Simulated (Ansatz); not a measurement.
Input and output for CH3FO2Si, SMILES `O[Si]1(F)CO1`.

```yaml
crystal:
  periodic: [false, false, false]
  atoms:
    - {symbol: O, position_ang: [-0.166609, 1.155292, 1.523313]}
    - {symbol: Si, position_ang: [0.498506, 0.217800, 0.388455]}
    - {symbol: F, position_ang: [1.969621, -0.037527, 0.887845]}
    - {symbol: C, position_ang: [-0.296831, -0.865608, -0.782998]}
    - {symbol: O, position_ang: [0.240824, 0.507876, -1.188211]}
    - {symbol: H, position_ang: [-1.013019, 1.557954, 1.320281]}
    - {symbol: H, position_ang: [-1.374944, -0.926292, -0.912968]}
    - {symbol: H, position_ang: [0.234552, -1.666694, -1.291516]}
basis:
  gaussian: {orbitals: def2-mTZVPP}
hamiltonian: {xc: {name: B2GP-PLYP}}
accuracy: high
scf: {lower_state_search: full}
output: {forces: true}
```

```sh
$ ansatz run in.yaml --threads 2 --pin off --events-out ev --progress --plain --max-ram 4352MiB
```

Shortened log:

```
Functional definition: B2GP-PLYP
2648 factors; integrals over basis functions are off by at most 4.0e-9 eV
mean field evaluation 1: about -15752.9944 eV, gradient 5.9e1 eV
mean field evaluation 2: about -15753.0225 eV, gradient 5.9e1 eV
mean field evaluation 4: about -15758.5078 eV, gradient 5.5e0 eV
mean field evaluation 8: about -15758.5687 eV, gradient 4.7e-1 eV
mean field evaluation 16: about -15758.5692 eV, gradient 2.7e-4 eV
mean field -15758.56920943 eV, -579.1167369047 hartree, gradient 4.2e-8 eV, S^2 0.000000; 0 other end points of the search recorded, 0 dependent functions left out
9 core orbitals not correlated: weight in the atoms' cores, before any rotation towards them, 1.000 or more for the frozen orbitals, at most 0.000 for the correlated occupied ones
reference -15758.56922719 eV, -579.1167375575 hartree; 15, 15 occupied and 109, 109 virtual orbitals, 2648 factors
second order -27.09487170 eV of doubles, -0.00000000 eV of singles
Total energy: -15768.32338101 eV, -579.4751960985 hartree
Atom 0 at    -0.166609     1.155292     1.523313 Å, force    -0.063389     0.120088     0.206411 eV/Å
Atom 1 at     0.498506     0.217800     0.388455 Å, force    -0.000546    -0.029218     0.065958 eV/Å
Atom 2 at     1.969621    -0.037527     0.887845 Å, force     0.246379    -0.051747     0.100256 eV/Å
Atom 3 at    -0.296831    -0.865608    -0.782998 Å, force    -0.278815    -0.602661    -0.064566 eV/Å
Atom 4 at     0.240824     0.507876    -1.188211 Å, force     0.078347     0.376109    -0.373782 eV/Å
Atom 5 at    -1.013019     1.557954     1.320281 Å, force    -0.060743     0.045826     0.008544 eV/Å
Atom 6 at    -1.374944    -0.926292    -0.912968 Å, force     0.148281     0.023207     0.005261 eV/Å
Atom 7 at     0.234552    -1.666694    -1.291516 Å, force    -0.069514     0.118397     0.051917 eV/Å
Dipole moment:    -0.484659    -0.105178     0.115624 e Å
```

Run time 28 s (2 threads of an Arm Neoverse V1 on a shared host); peak host memory 0.65 GiB.
